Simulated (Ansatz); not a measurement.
`C=[C]1O[CH2][AlH]1`. Total charge 0; spin multiplicity 1.

```xyz
10

C     1.927    0.372   -0.467
C     0.660    0.173   -0.109
O    -0.149   -0.739   -0.770
C    -1.465   -0.733   -0.156
Al   -0.792    0.640    1.094
H     2.526    1.092    0.073
H     2.387   -0.165   -1.291
H    -1.697   -1.737    0.211
H    -2.213   -0.466   -0.908
H    -1.184    1.562    2.322
```

(1) List the harmonic frequencies (cm⁻¹, unscaled) at PBE0-D4/def2-TZVP in Ansatz. (Best estimate.)

(2) Is this a minimum?

(3) Give the ideal-gas thermochemistry at 298.15 K and 1 bar (rigid rotor, harmonic oscillator; point group Cs, symmetry number 1).

(4) And at 400, 500, 600, 800 and 1000 K?

Results:

(1) The calculation gave: 134, 291, 311, 417, 486, 531, 630, 650, 709, 730, 865, 874, 1020, 1126, 1179, 1234, 1402, 1462, 1680, 1929, 3051, 3097, 3155, 3256.

(2) Yes, all 24 modes are real.

(3) Zero-point energy 180.8 kJ/mol; H(298) − E = 198.4 kJ/mol; entropy 313.7 J/(mol·K), of which translation 164.1, rotation 108.5, vibration 41.1; G(298) − E = 104.9 kJ/mol.

(4) 
| T (K) | H − E (kJ/mol) | S (J/mol/K) | G − E (kJ/mol) |
| --- | --- | --- | --- |
| 400 | 209.4 | 345.1 | 71.3 |
| 500 | 222.1 | 373.3 | 35.4 |
| 600 | 236.3 | 399.2 | -3.3 |
| 800 | 268.2 | 445.0 | -87.8 |
| 1000 | 303.5 | 484.3 | -180.8 |
